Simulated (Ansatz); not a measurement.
CH₃BrOSi, SMILES `CO[Si]Br`. The species carries charge 0 and has multiplicity 1. Correlated methods include outer-core shells of Br, which these sets cover unevenly. Scalar relativity is left out up to krypton.

Z-matrix (Å, degrees):
```
C
O 1 1.412
H 1 1.091 2 108.7
H 1 1.091 2 108.8 3 118.5
H 1 1.092 2 111.1 3 -120.8
Si 2 1.621 1 138.1 3 121.4
Br 6 2.297 2 103.3 1 0.0
```

Give the diagnostics of a CCSD(T)/def2-TZVPP run (frozen core, the Gaussian-basis code of Ansatz). (An estimate is asked.)

The calculation gave: T1 = 0.0122, largest single amplitude 0.038, largest double 0.074, (T) share of the correlation energy 3.8 %, 10 CCSD cycles. The RHF solution is stable towards an unrestricted one. T1 lies under the customary mark of 0.02 for closed shells.
